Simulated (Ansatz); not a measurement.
# Nudged elastic band run: H₄O₃Si₂

Input file:

```yaml
crystal:
  periodic: [false, false, false]
  atoms:
    - { symbol: O, position_ang: [-0.262593, 2.087645, -1.042443] }
    - { symbol: Si, position_ang: [0.553492, 0.646074, -0.614556] }
    - { symbol: O, position_ang: [-0.332366, -0.844531, -0.929227] }
    - { symbol: Si, position_ang: [-0.234848, -1.218268, 0.786892] }
    - { symbol: O, position_ang: [0.606369, 0.292207, 1.11102] }
    - { symbol: H, position_ang: [-1.180729, 2.004919, -0.574223] }
    - { symbol: H, position_ang: [1.838979, 0.808689, -1.29653] }
    - { symbol: H, position_ang: [0.544865, -2.422224, 1.098935] }
    - { symbol: H, position_ang: [-1.533171, -1.354512, 1.460152] }
basis:
  gaussian: { orbitals: STO-3G }
hamiltonian:
  xc: pbe
neb:
  order_check: false
  images: 5
  f_tol: 0.03
  max_iterations: 60
  final_atoms:
    - { symbol: O, position_ang: [-0.52485627, 2.06184499, -1.21372988] }
    - { symbol: Si, position_ang: [0.42622086, 0.64147906, -1.43797231] }
    - { symbol: O, position_ang: [-0.95202649, -0.36015489, -0.76970006] }
    - { symbol: Si, position_ang: [-0.1636268, -1.01919467, 0.57275802] }
    - { symbol: O, position_ang: [0.95923966, 0.38504874, 0.64035543] }
    - { symbol: H, position_ang: [-1.34661206, 1.6630378, -0.70795299] }
    - { symbol: H, position_ang: [1.91939187, 0.00496602, 0.6947084] }
    - { symbol: H, position_ang: [0.67989328, -2.21804101, 0.45338722] }
    - { symbol: H, position_ang: [-0.99762605, -1.15898703, 1.76816619] }
  initial_path:
    images:
      - { positions_ang: [[-0.262593, 2.087645, -1.042443], [0.553492, 0.646074, -0.614556], [-0.332366, -0.844531, -0.929227], [-0.234848, -1.218268, 0.786892], [0.606369, 0.292207, 1.11102], [-1.180729, 2.004919, -0.574223], [1.838979, 0.808689, -1.29653], [0.544865, -2.422224, 1.098935], [-1.533171, -1.354512, 1.460152]] }
      - { positions_ang: [[-0.2874323, 2.03070518, -1.07784517], [0.51343049, 0.61140633, -0.6972649], [-0.39417343, -0.8398356, -0.91258701], [-0.20281563, -1.20574443, 0.75949416], [0.65747914, 0.26874228, 0.98844724], [-1.16536098, 2.05083002, -0.60692919], [1.73276266, 0.73360646, -0.93344078], [0.60437466, -2.39350344, 0.99120632], [-1.4582666, -1.2562078, 1.48893933]] }
      - { positions_ang: [[-0.3122716, 1.97376536, -1.11324734], [0.47336898, 0.57673866, -0.77997381], [-0.45598085, -0.8351402, -0.89594701], [-0.17078327, -1.19322086, 0.73209633], [0.70858927, 0.24527755, 0.86587447], [-1.14999296, 2.09674105, -0.63963537], [1.62654632, 0.65852391, -0.57035157], [0.66388432, -2.36478289, 0.88347764], [-1.3833622, -1.15790359, 1.51772666]] }
      - { positions_ang: [[-0.3371109, 1.91682554, -1.14864951], [0.43330747, 0.542071, -0.86268271], [-0.51778828, -0.83044479, -0.87930702], [-0.1387509, -1.18069729, 0.70469849], [0.75969941, 0.22181283, 0.74330171], [-1.13462495, 2.14265207, -0.67234156], [1.52032997, 0.58344137, -0.20726235], [0.72339398, -2.33606233, 0.77574896], [-1.3084578, -1.05959939, 1.54651398]] }
      - { positions_ang: [[-0.39969269, 1.96516535, -1.17034297], [0.43094526, 0.57520702, -1.05444591], [-0.66253435, -0.67368149, -0.84277137], [-0.14704287, -1.12686309, 0.66071833], [0.82621283, 0.2762248, 0.70898628], [-1.20528732, 1.98278065, -0.68421204], [1.65335061, 0.39061625, 0.09339457], [0.70889375, -2.29672189, 0.66829505], [-1.20484722, -1.0927286, 1.62039805]] }
      - { positions_ang: [[-0.46227448, 2.01350517, -1.19203642], [0.42858306, 0.60834304, -1.24620911], [-0.80728042, -0.51691819, -0.80623571], [-0.15533483, -1.07302888, 0.61673818], [0.89272624, 0.33063677, 0.67467085], [-1.27594969, 1.82290923, -0.69608251], [1.78637124, 0.19779114, 0.39405148], [0.69439351, -2.25738145, 0.56084113], [-1.10123664, -1.12585782, 1.69428212]] }
      - { positions_ang: [[-0.52485627, 2.06184499, -1.21372988], [0.42622086, 0.64147906, -1.43797231], [-0.95202649, -0.36015489, -0.76970006], [-0.1636268, -1.01919467, 0.57275802], [0.95923966, 0.38504874, 0.64035543], [-1.34661206, 1.6630378, -0.70795299], [1.91939187, 0.00496602, 0.6947084], [0.67989328, -2.21804101, 0.45338722], [-0.99762605, -1.15898703, 1.76816619]] }
```

Launched with:

```bash
$ ansatz run input.yaml --threads 1 --pin off --max-ram 2048MiB --backend cpu --events-out ev --progress --plain --runs-dir out
```

Output, in part (warnings, iteration lines, the closing report on the highest movable image, with atoms numbered from 0):

```
NEB end point (image 0): max|allowed force component| = 6.707e-3 eV/Å (the criterion of neb.relax_end_points is 1.000e-2)
NEB end point (image 6): max|allowed force component| = 1.156e-2 eV/Å (the criterion of neb.relax_end_points is 1.000e-2)
NEB iter   1: max|band force component| = 1.196e1 eV/Å  barrier→ = 5.8304 eV  barrier← = 4.9214 eV  Δτ_max = 0.1944 Å  (170 SCF iters)
NEB iter   2: max|band force component| = 4.582e0 eV/Å  barrier→ = 3.5818 eV  barrier← = 2.6728 eV  Δτ_max = 0.1956 Å  (143 SCF iters)
NEB iter   3: max|band force component| = 1.636e0 eV/Å  barrier→ = 2.6401 eV  barrier← = 1.7312 eV  Δτ_max = 0.1283 Å  (138 SCF iters)
NEB iter   4: max|band force component| = 5.404e-1 eV/Å  barrier→ = 2.2187 eV  barrier← = 1.3098 eV  Δτ_max = 0.0724 Å  (146 SCF iters)
NEB iter   5: max|band force component| = 1.572e0 eV/Å  barrier→ = 2.1335 eV  barrier← = 1.2246 eV  CI = image 4  Δτ_max = 0.1852 Å  (142 SCF iters)
NEB iter   6: max|band force component| = 2.470e0 eV/Å  barrier→ = 2.6567 eV  barrier← = 1.7478 eV  CI = image 4  Δτ_max = 0.0918 Å  (150 SCF iters)
NEB iter   7: max|band force component| = 2.459e0 eV/Å  barrier→ = 2.6903 eV  barrier← = 1.7813 eV  CI = image 4  Δτ_max = 0.1793 Å  (141 SCF iters)
NEB iter   8: max|band force component| = 9.655e-1 eV/Å  barrier→ = 2.5944 eV  barrier← = 1.6855 eV  CI = image 4  Δτ_max = 0.0760 Å  (144 SCF iters)
NEB iter   9: max|band force component| = 2.334e-1 eV/Å  barrier→ = 2.5047 eV  barrier← = 1.5958 eV  CI = image 4  Δτ_max = 0.0600 Å  (130 SCF iters)
NEB iter  10: max|band force component| = 1.083e-1 eV/Å  barrier→ = 2.4941 eV  barrier← = 1.5852 eV  CI = image 4  Δτ_max = 0.0112 Å  (132 SCF iters)
NEB iter  11: max|band force component| = 6.806e-2 eV/Å  barrier→ = 2.4928 eV  barrier← = 1.5838 eV  CI = image 4  Δτ_max = 0.0081 Å  (119 SCF iters)
NEB iter  12: max|band force component| = 1.738e-2 eV/Å  barrier→ = 2.4926 eV  barrier← = 1.5837 eV  CI = image 4  Δτ_max = 0.0000 Å  (243 SCF iters)
Total energy: -21677.54317616 eV, -796.6350181574 hartree
Atom 0 at    -0.298185     2.159225    -1.189204 Å, force    -0.005546     0.003227    -0.001002 eV/Å
Atom 1 at     0.498605     0.635786    -0.973200 Å, force    -0.001229    -0.002847     0.001731 eV/Å
Atom 2 at    -0.809209    -0.551658    -0.784480 Å, force    -0.000546     0.004599    -0.002545 eV/Å
Atom 3 at    -0.164303    -1.115920     0.736413 Å, force    -0.000878     0.002068     0.000031 eV/Å
Atom 4 at     0.742106     0.397792     0.934302 Å, force     0.000473     0.003243    -0.008828 eV/Å
Atom 5 at    -1.279797     1.915686    -0.947651 Å, force     0.003242    -0.003294     0.001496 eV/Å
Atom 6 at     1.778891     0.255979    -0.156952 Å, force     0.002389    -0.002630     0.008219 eV/Å
Atom 7 at     0.715895    -2.286686     0.632106 Å, force    -0.002004    -0.003330     0.001127 eV/Å
Atom 8 at    -1.184006    -1.410206     1.748686 Å, force     0.004098    -0.001036    -0.000228 eV/Å
Dipole moment:    -0.026758    -0.220774     0.048275 e Å
```

It converged. Neighbouring images differ by up to 1.2 eV, so the band resolves the path poorly. A vibrational analysis at the climbing image gives one clearly imaginary mode, 1163i cm⁻¹: a first-order saddle point. The orbitals stay closed-shell, which can raise the energy where a bond breaks towards radicals; this wasn't checked here. Limits of this set-up: minimal basis.

Final band (atoms are numbered from 1 in the order of the input):

```csv
image,path coordinate (Å),energy (eV),Si2–H7 (Å),O5–H7 (Å)
0,0.00,0.00,1.46,2.75
1,0.53,0.02,1.46,2.71
2,1.06,0.22,1.46,2.51
3,1.58,1.34,1.47,2.06
4,2.11,2.49,1.57,1.51
5,2.76,1.29,2.11,1.05
6,3.41,0.91,2.68,1.03
```

The run took 110 s on 1 thread of Arm Neoverse V2, with other jobs on the host, peak memory 0.093 GiB.
